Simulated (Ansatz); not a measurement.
System: CH₃Be, net charge 1, singlet state. It need not be the lowest isomer of its formula. SMILES: [Be+][CH3]
Geometry: optimised at B3LYP-D3(BJ)/def2-TZVP (Ansatz, a first-principles code).

Parts of the frozen-core correlation energy in STO-3G (Ansatz, hartree). Frozen orbitals: 2; correlated occupied orbitals by spin: 4 and 4; virtual: 7 and 7. Spin-orbit coupling is left out. Non-relativistic.

```
term                           value
-------------------------  ---------
reference (HF)             -53.27977
MP2 opposite-spin                ___
MP2 same-spin               -0.00886
CCSD correlation                 ___
(T)                              ___
FCI minus CCSD(T)           -0.00037
T1 diagnostic                  0.024
largest doubles amplitude      0.075
```

**Question.** Fill in the missing entries.

**Answer.** 
- MP2 opposite-spin, value: -0.06152
- CCSD correlation, value: -0.09220
- (T), value: -0.00126
